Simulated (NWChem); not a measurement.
System: CrNH2O2Cl; SMILES [NH2][Cr](=[O])(=[O])[Cl]

```xyz
7

Cr     0.0807    -0.3174    -0.0003
O      0.8232    -0.7517     1.2686
O      0.8120    -0.7521    -1.2757
Cl    -0.1162     1.8210     0.0003
N     -1.5099    -1.0646     0.0068
H     -1.9669    -1.3759     0.8607
H     -1.9744    -1.3763    -0.8429
```
Atoms are numbered in this order, from 1.

Computed with NWChem. All runs use the structure optimised with PBE0/def2-SVP. GIAO values for the isolated, static molecule; σ is the absolute isotropic shielding, δ = σ(reference) − σ with the isolated reference molecule computed at the same levels (1H: tetramethylsilane, 15N: ammonia, 17O: water).

Problem. Predict the results for PBE/pcSseg-1. Quantities: σ Cr1 (ppm); δ O2 (ppm); σ Cl4 (ppm); δ N5 (ppm); δ H6 (ppm).

Solution. 
* **σ Cr1 (ppm)**: -2476.4
* **δ O2 (ppm)**: 1203.8
* **σ Cl4 (ppm)**: 459.5
* **δ N5 (ppm)**: 269.2
* **δ H6 (ppm)**: 9.39
